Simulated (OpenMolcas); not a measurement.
# Levels of Cu⁶⁺ by method

| Item | Value |
| --- | --- |
| Program | OpenMolcas 26.06 |
| Basis | ANO-RCC-VDZP [5s4p2d1f] |
| Scalar Hamiltonian | DKH2, point nucleus |
| Active space | 5 electrons in 5 orbitals (3d) |
| State averaging | 2S+1 = 6 even, 1 root; 2S+1 = 4 even, 24 roots; 2S+1 = 2 even, 75 roots |
| Spin-orbit coupling | state interaction with AMFI integrals over the reference wave functions, term energies averaged over their components |

Methods on the same reference wave functions:
A. CASSCF
B. SS-CASPT2, IPEA 0.25 Eh, imaginary shift 0.1 Eh (closed shells correlated: 3s 3p)
C. MS-CASPT2, IPEA 0.25 Eh, imaginary shift 0.1 Eh (closed shells correlated: 3s 3p)

Energies in eV above 3d5 6S 5/2, the measured ground level; measured values from the list in Gamrath, thesis, University of Mons (2023).

| Level | A | B | C | Measured |
| --- | --- | --- | --- | --- |
| 3d5 6S 5/2 | 0.0000 | 0.0000 | 0.0000 | 0.0000 |
| 3d5 4G 5/2 | 6.4273 | 6.209 | 6.209 |  |
| 3d5 4G 7/2 | 6.4419 | 6.226 | 6.226 |  |
| 3d5 4G 11/2 | 6.4457 | 6.232 | 6.232 |  |
| 3d5 4G 9/2 | 6.4505 | 6.236 | 6.236 |  |
| 3d5 4P 5/2 | 7.3554 | 6.727 | 6.727 | 6.2899 |
| 3d5 4P 3/2 | 7.3939 | 6.764 | 6.764 | 6.3315 |
| 3d5 4P 1/2 | 7.4408 | 6.806 | 6.806 | 6.3736 |
| 3d5 4D 7/2 | 7.9884 | 7.437 | 7.437 | 6.9112 |
| 3d5 4D 1/2 | 8.0351 | 7.482 | 7.482 | 6.9691 |
| 3d5 4D 3/2 | 8.0709 | 7.512 | 7.512 | 6.9962 |
| 3d5 4D 5/2 | 8.0774 | 7.516 | 7.516 | 6.9961 |
| 3d5 2I 11/2 | 9.1708 | 9.082 | 9.082 | 8.4008 |
| 3d5 2I 13/2 | 9.2055 | 9.123 | 9.123 | 8.4207 |
| 3d5 2D 5/2(1) [60 %] | 10.1928 | 9.418 | 9.418 |  |
| 3d5 2D 3/2(1) | 10.3908 | 9.602 | 9.602 | 8.9550 |
| 3d5 2F 7/2(1) | 10.6441 | 9.926 | 9.926 | 9.2254 |
| 3d5 4F 9/2 | 10.7527 | 10.122 | 10.122 | 9.4142 |
| 3d5 4F 5/2 [65 %] | 10.7812 | 10.122 | 10.122 | 9.4252 |
| 3d5 4F 7/2 | 10.7953 | 10.155 | 10.155 | 9.4661 |
| 3d5 4F 3/2 | 10.8839 | 10.227 | 10.227 | 9.5326 |
| 3d5 2H 9/2 [74 %] | 11.2432 | 10.775 | 10.775 | 10.0076 |
| 3d5 2H 11/2 | 11.3664 | 10.937 | 10.937 | 10.1611 |
| 3d5 2G 7/2(1) | 11.6564 | 11.070 | 11.070 | 10.2591 |

Deviations, from unrounded energies. A percentage is the sum of absolute deviations over the sum of measured energies, with the sign that they share, or ± where signs differ.

```
                        Against measurement  Levels      A     B     C
             mean absolute deviation (cm-1)      18   9500  5000  5000
other terms of the ground configuration (%)      18  +14.1  +7.5  +7.5
```

B, C lie about equally close to measurement and A furthest from it. The largest miss of B in the table is 3d5 2G 7/2(1), by +6500 cm-1. The ranking rests on the paired levels alone, and a cruder setting can come out closer through cancelling errors.

Between B and C no level of the table moves by more than 5 cm-1.

The two smallest mean deviations differ by little beside CASPT2's spread within terms, so their order carries little weight.

From A to B the spin-free energies of the other terms of 3d5 shown, above 6S, scale by factors of 0.91 to 0.99.

The lowest spin-free term lies below A's lowest term by 0.230 hartree in B, 0.230 hartree in C.

CASPT2 does not keep the components of a term degenerate, so their means are used; among the terms shown or strongly mixed into the levels shown the widest spread is 590 cm-1 (3d5 4F, C). The basis is small and was not contracted for so high a charge. Without dynamic correlation excited terms often stand tens of per cent too high (terms of higher spin than the ground term too low), and those without a measured partner can miss by more than the paired ones (holds for A). Some levels mix across a computed gap that differs much from the measured one, so their mixing is not that of the real levels (holds for A). Blocks of more than 70 roots (2S+1 = 2 even) ran without multistate coupling (holds for C). Measured partners are found by configuration, term and J. A level has none where our copy of the source lacks it or the pairing is in doubt (some pairs that miss far off the trend of their configuration count as doubtful), and it then counts in no deviation. Only configurations of the active space appear. The table leaves out levels that lie high or whose names do not pair safely across all columns.

A share in square brackets marks a mixed level and gives the weight of the term that names it, the lowest over the columns. A number in round brackets counts repeated terms of one configuration in the order of the reference energies.
